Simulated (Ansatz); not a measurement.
A run for Ansatz (a quantum-chemistry and plane-wave program): R-SVWN5/def2-TZVPP on Al2I6 (SMILES [I][Al-]1([I])[I+][Al-]([I])([I])[I+]1). Elements past Kr take the def2 small-core potentials; no spin–orbit coupling.

Ansatz 0.2 input:
```yaml
crystal:
  periodic: [false, false, false]
  atoms:
    - {symbol: Al, position_ang: [1.81299070, -0.00159726, 0.00118584]}
    - {symbol: Al, position_ang: [-1.81298411, 0.00158095, -0.00097323]}
    - {symbol: I, position_ang: [0.00174567, 1.97500971, 0.00515664]}
    - {symbol: I, position_ang: [-0.00174831, -1.97503704, -0.00219379]}
    - {symbol: I, position_ang: [3.02866535, -0.00681133, 2.16051015]}
    - {symbol: I, position_ang: [3.02793969, 0.00135896, -2.15854086]}
    - {symbol: I, position_ang: [-3.03124344, -0.00126729, 2.15689785]}
    - {symbol: I, position_ang: [-3.02536555, 0.00666331, -2.16214259]}
basis:
  gaussian:
    orbitals: def2-TZVPP
hamiltonian:
  xc: {name: SVWN5}
scf: {lower_state_search: off}
```

Q: What total energy does the run end on?

A: -2267.0304 hartree.

Q: How many basis functions does it have, and what does it roughly cost on one machine?

A: 384 functions; roughly 10 core-seconds.
